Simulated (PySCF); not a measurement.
Isomers of C5H6ClF. Level of theory: PBE0-D3(BJ)/def2-SVP geometry optimisation, gas phase in PySCF. Energies are electronic, without zero-point or thermal terms, for one conformer each. No frequencies were run at this level. Point groups hold within 0.08 Å.

Task: Rank from lowest to highest electronic energy at this level (kJ/mol).
A. `[CH2:1]=[C:2]([Cl:3])/[CH:4]=[C:5](/[CH3:6])[F:7]` with C1–C2–C4–C5 179°
B. `F[C@@H]1[C@@H](Cl)C12CC2`
C. `[CH2:1]=[CH:2]/[C:3]([F:4])=[C:5](/[CH3:6])[Cl:7]` with C1–C2–C3–F4 -1°

Result: C (0.0), A (5.6), B (83.9).

As drawn, the lowest has a C=C bond outside aromatic rings, which the highest lacks; the highest has a three-membered ring and a quaternary carbon, which the lowest lacks. Neighbours under 10 kJ/mol apart (C=C/C(F)=C(/C)Cl and C=C(Cl)/C=C(/C)F) can change places with a better method, another conformer or zero-point energy.

```tsv
SMILES	E (Eh)	E rel (kJ/mol)	dipole (D)	point group	A, B, C (MHz)
C=C/C(F)=C(/C)Cl	-753.31458	0.0	0.18	–	3275, 1571, 1069
C=C(Cl)/C=C(/C)F	-753.31244	5.6	2.78	Cs	3853, 1443, 1057
F[C@@H]1[C@@H](Cl)C12CC2	-753.28264	83.9	1.58	C1	2794, 1789, 1215
```

Task: As an exercise, what shares would exp(−E/RT) give at 500 K from these electronic energies alone (no entropy, no degeneracies)?

Result: RT = 4.157 kJ/mol: C=C/C(F)=C(/C)Cl 79.4 %, C=C(Cl)/C=C(/C)F 20.6 %, F[C@@H]1[C@@H](Cl)C12CC2 under 0.1 %.
